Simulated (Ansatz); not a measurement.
The cluster VS2, relaxed as a doublet with UKS PBE0-D4/def2-TZVP in Ansatz, starting from the GFN2-xTB geometry. Force threshold 0.02 eV/Å.

The charge 0 doublet is spin-contaminated (final ⟨S²⟩ up to 0.91, 0.75 for a pure state). The structure comes from a short search, and lower isomers may exist.

Start:

```xyz
3

V     0.0348    0.1236    0.8282
S     1.1673    1.0097   -0.6242
S    -1.2021   -1.1333   -0.2041
```

Task: Estimate the energy that the relaxation releases and the steps that it takes.

Result: 1.7 kcal/mol, in 4 steps; 14 s on 4 threads of Intel Xeon Platinum 8259CL on a shared host. No frequencies were taken in this run, so the end may be a saddle point.

Task: Does the start keep its bonding and symmetry?

Result: By distances, no bond broke or formed. The bond that changes most is V1–S2, from 2.04 to 2.02 Å (atoms count from 1). Point group C2v at the start, C2v at the end, both within 0.05 Å.

Task: Predict the relaxed structure.

Result: 
Cartesian coordinates in Å:
```
V 0.031 0.110 0.733
S 1.227 1.069 -0.587
S -1.258 -1.179 -0.146
```
Bond lengths: 2 × S–V 2.02 Å.
